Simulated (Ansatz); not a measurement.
A structure relaxed at PBE-D4/def2-SVP in Ansatz, charge 0, singlet:

```tsv
atom	x (Å)	y (Å)	z (Å)
B1	0.004	0.000	-0.015
N2	0.026	1.405	0.293
H3	0.811	1.837	0.776
H4	-0.828	1.954	0.376
N5	-1.180	-0.598	-0.576
H6	-1.298	-1.609	-0.600
H7	-2.073	-0.109	-0.586
N8	1.175	-0.810	0.215
H9	2.078	-0.371	0.391
H10	1.285	-1.698	-0.274
```

Question: Give its formula, name or SMILES.

Answer: B(NH2)3 (BN₃H₆).

Question: Summarise the bond lengths by kind (pairs closer than 1.2 times the sum of covalent radii, bridged metal pairs left out).

Answer: 3 × B–N 1.44 Å; 6 × H–N 1.02 Å.
